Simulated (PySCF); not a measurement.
**How methods differ on the interval between two levels of N⁺**

N⁺ [He] 2s2 2p2 [3P2, M_J = 2] → N⁺ [He] 2s1 2p2 3d1 [5F5, M_J = 5], as a difference of total energies. All numbers are calculated (PySCF 2.14, the two-component X2C-1e Hamiltonian, in x2c-TZVPall-2c with one added diffuse shell each of s, p, d type (6s4p3d1f, 40 functions)). Correlated levels: 1s2 frozen. "Screened" scales the spin-orbit matrix elements by Boettger's factors to mimic the two-electron term; Breit and QED terms are absent.

```
                    method  interval between two levels (cm⁻¹)
           GHF (spin-free)                              234270
          GMP2 (spin-free)                              246850
 GHF (screened spin-orbit)                              234280
GMP2 (screened spin-orbit)                              246860
```

The labels give the starting determinants; with spin-orbit coupling the two ends relaxed to ⟨J²⟩ = 6.01, ⟨L²⟩ = 2.00, ⟨S²⟩ = 2.00 and ⟨J²⟩ = 30.00, ⟨L²⟩ = 12.00, ⟨S²⟩ = 6.00.

The promoted electron is Rydberg-like, and one or two diffuse shells describe it only roughly, which tends to raise the upper state.
